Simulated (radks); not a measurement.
Q: The mean radii <r> (bohr) of the occupied orbitals of an atom or ion are listed with their occupations. All-electron calculation, Dirac Kohn-Sham, PBE, spin-unpolarised, spherical densities, finite nucleus; Fermi nuclear charge, rms radius of each element as measured or else 0.836 A^(1/3) + 0.57 fm. Program: a radial shooting solver on a logarithmic mesh with Libxc functionals.

orbital  occ.      <r>
1s1/2       2  0.07684
2s1/2       2   0.3642
2p1/2       2   0.3261
2p3/2       4   0.3286
3s1/2       2    1.156
3p1/2       2    1.266
3p3/2       4    1.274
4s1/2       2    4.020

Name the element and its charge. Open shells, if any, fill j = l - 1/2 first.

A: Z = 20, calcium, charge 0: Ca in [Ar] 4s2. The 1s radius gives Z: for a bare nucleus <r> = (2 gamma + 1)/(2Z) with gamma = sqrt(1 - (Z/c)^2), 0.07446 bohr for Z = 20, and screening makes it slightly larger (0.07684 here). The occupations add up to 20, and the charge is Z minus that.
